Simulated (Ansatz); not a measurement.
Mulliken charges of `C[NH][AlH][F]` from r2SCAN/def2-TZVPP in Ansatz (PBE0-D4/def2-TZVP geometry).

| atom | x (Å) | y (Å) | z (Å) | charge (e) |
| --- | --- | --- | --- | --- |
| C1 | -0.499 | 0.835 | -0.836 | -0.032 |
| N2 | -0.010 | -0.442 | -0.359 | -0.372 |
| Al3 | 0.650 | -0.802 | 1.230 | 0.649 |
| F4 | 1.143 | -2.350 | 1.529 | -0.371 |
| H5 | -1.558 | 0.797 | -1.116 | 0.052 |
| H6 | -0.401 | 1.589 | -0.051 | 0.043 |
| H7 | 0.065 | 1.198 | -1.703 | 0.052 |
| H8 | -0.081 | -1.166 | -1.059 | 0.136 |
| H9 | 0.778 | 0.295 | 2.348 | -0.156 |

Question: By hand: the dipole of these point charges (1 e Å = 4.8032 D).

Answer: Σ q r = (-0.210, 0.457, -0.268) e Å, of length 0.570 e Å = 2.74 D.

Question: How does the dipole of the full density compare? (Best estimate.)

Answer: The calculation gave: (-0.175, 0.267, -0.302) e Å, 2.11 D; the point charges give 1.30 times that, at 17° from its direction.

Point charges leave out the atoms' own dipoles, such as those of lone pairs, and Mulliken's split depends on the basis, so the two needn't agree.
